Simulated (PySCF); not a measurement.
Xe: ionisation energy

Xe [Xe] (1S) → Xe⁺ [Kr] 4d10 5s2 5p5 (2P), as a difference of total energies. Calculation: PySCF 2.14, in x2c-TZVPall; the spin-free X2C one-electron Hamiltonian (Gaussian nucleus). Correlated levels: valence: [Kr] 4d10 frozen. The calculations carry no spin-orbit coupling.

```csv
method,ionisation energy (eV)
UHF,11.543
B3LYP,12.498
TPSS,12.421
MP2 (valence),12.302
SCS-MP2 (valence),12.232
```

How much does correlation contribute at MP2 (valence)?

12.302 − (11.543) = 0.759 eV, measured against UHF.

Errors of the correlated levels include the incompleteness of this basis and the frozen core.

For comparison: 12.565 eV (measured; NIST levels, between the centres of gravity of the two terms).
